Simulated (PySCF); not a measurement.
## Os⁵⁰⁺ (osmium, charge +50): UHF calculation

Configuration: [Ar] 3d8, high-spin 3F determinant. All numbers are calculated (PySCF 2.14, no relativity, point nucleus, in an even-tempered Gaussian basis (16 s from 12 bohr⁻², ratio 2.5; 11 p from 15 bohr⁻², ratio 2.5; 7 d from 15 bohr⁻², ratio 2.5; 4 f from 62 bohr⁻², ratio 2.7; 3 g from 93 bohr⁻², ratio 2.7)).

| Property | Result |
| --- | --- |
| Total energy | -14321.635334 hartree |
| One-electron energy | -16516.2756 hartree |
| Hartree (Coulomb) energy | 2409.6364 hartree |
| Exchange energy | -214.9961 hartree |
| Kinetic energy | 14323.95273 hartree |
| ⟨S²⟩ | 2.0001 |
| ⟨L²⟩ | 12.001 |
| Sum of ⟨r⟩ | 3.576 bohr |
| Sum of ⟨r²⟩ | 0.6824 bohr² |
| Density at the nucleus (Gaussians lack the cusp) | 309000 bohr⁻³ |
| Spin density at the nucleus | -3.71 bohr⁻³ |

```json
{"shell": "1s α", "electrons": "1", "mean orbital energy (eV)": "-70804.4", "spread (eV)": "0", "rms radius, mean of both spins (bohr)": "0.0230"}
{"shell": "1s β", "electrons": "1", "mean orbital energy (eV)": "-70803.9", "spread (eV)": "0", "rms radius, mean of both spins (bohr)": "0.0230"}
{"shell": "2s α", "electrons": "1", "mean orbital energy (eV)": "-14162.3", "spread (eV)": "0", "rms radius, mean of both spins (bohr)": "0.0906"}
{"shell": "2s β", "electrons": "1", "mean orbital energy (eV)": "-14141.3", "spread (eV)": "0", "rms radius, mean of both spins (bohr)": "0.0906"}
{"shell": "2p α", "electrons": "3", "mean orbital energy (eV)": "-13703.3", "spread (eV)": "0", "rms radius, mean of both spins (bohr)": "0.0779"}
{"shell": "2p β", "electrons": "3", "mean orbital energy (eV)": "-13683.6", "spread (eV)": "0", "rms radius, mean of both spins (bohr)": "0.0779"}
{"shell": "3s α", "electrons": "1", "mean orbital energy (eV)": "-5235.5", "spread (eV)": "0", "rms radius, mean of both spins (bohr)": "0.219"}
{"shell": "3s β", "electrons": "1", "mean orbital energy (eV)": "-5216.5", "spread (eV)": "0", "rms radius, mean of both spins (bohr)": "0.219"}
{"shell": "3p α", "electrons": "3", "mean orbital energy (eV)": "-5031.5", "spread (eV)": "0", "rms radius, mean of both spins (bohr)": "0.210"}
{"shell": "3p β", "electrons": "3", "mean orbital energy (eV)": "-5006.2", "spread (eV)": "0", "rms radius, mean of both spins (bohr)": "0.210"}
{"shell": "3d α", "electrons": "5", "mean orbital energy (eV)": "-4674.8", "spread (eV)": "7.960", "rms radius, mean of both spins (bohr)": "0.183"}
{"shell": "3d β", "electrons": "3", "mean orbital energy (eV)": "-4660.2", "spread (eV)": "0", "rms radius, mean of both spins (bohr)": "0.183"}
```

A non-relativistic calculation at this Z misses sizeable relativistic shifts. Spin-orbit coupling is strong in this species (close to jj coupling), so the high-spin LS determinant is a model state, not a physical level.

Spin-orbit constants ζ (cm⁻¹) from the X2C one-electron operator on these orbitals (non-relativistic here): bare nucleus, nucleus screened by l(l+1)(2l+1)/3 electrons, and screened by the Breit-Pauli mean field of the electrons.

```tsv
shell	bare	screened nucleus	mean field
2p	5616000	5468000	5394000
3p	1267000	1234000	1215000
3d	271200	235500	232500
```

To first order the Landé constant is A = -116300 cm⁻¹, so the lowest level has J = 4 and lies 43.2 eV below the centre of the term. This holds in LS coupling only, and this species is close to jj coupling.
